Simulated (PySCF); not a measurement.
Spectrum to structure. Method used: PySCF 2.14.0, density-fitted response routines, TDDFT PBE0/def2-SVPD, vertical, gas phase, core orbitals frozen in the response. Geometries: GFN2-xTB, one conformer each.

```tsv
state	E (eV)	f
S1	5.28	0.0034
S2	6.37	0.0010
S3	6.64	0.0016
S4	6.72	0.029
S5	7.11	0.0046
S6	7.19	0.0034
```

Triplets computed (Tamm–Dancoff): 4.43, 4.95 eV.

Problem. Which candidate is it? All have the formula C6H6FN.
A. `Cc1ccc(F)cn1`
B. `C=C1C[C@@]1(C#N)CF`
C. `[C@@H]1([C@@H](C=NC1)C#C)F`

Solution. C. Its S1 lies at 5.28 eV; the nearest of the others has S1 at 4.89 eV. S1 is HOMO→LUMO (92%). Löwdin shares by element: HOMO nitrogen 40%, carbon 33% or more (atoms not listed hold the other 26%); LUMO carbon 39% or more, nitrogen 34%, hydrogen 6% or more (atoms not listed hold the other 21%). At the same level the other candidates give, for their lowest levels:
- `Cc1ccc(F)cn1`: 4.89 eV (f 0.003); 5.34 eV (f 0.061); 5.43 eV (f 0.000); 6.25 eV (f 0.085); 7.05 eV (f 0.000); T1 4.11 eV; HOMO -7.36, LUMO -1.03 eV
- `C=C1C[C@@]1(C#N)CF`: 6.44 eV (f 0.005); 6.92 eV (f 0.024); 7.36 eV (f 0.340); 7.44 eV (f 0.023); 7.56 eV (f 0.035); T1 4.42 eV; HOMO -8.52, LUMO -0.86 eV
